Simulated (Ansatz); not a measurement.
Input for Ansatz (development build ahead of 0.2.0):

```yaml
crystal:
  periodic: [false, false, false]
  atoms:
    - { symbol: H, position_ang: [0.0, 0.0, -1.44623] }
    - { symbol: Be, position_ang: [0.0, 0.0, 0.0] }
    - { symbol: H, position_ang: [0.0, 0.0, 1.44623] }
basis:
  gaussian: { orbitals: cc-pVDZ }
hamiltonian:
  xc: hf
correlation:
  method: mp2
  frozen_orbitals: { Be: 0, H: 0 }
```

The input is written out in the form of the current development build from the run's settings.

Output:

* Converged: yes
* Reference energy: -15.76149 hartree
* Correlation energy: -0.05162 hartree
* Total energy: -15.81311 hartree
* Spin squared of the determinant: 0.000
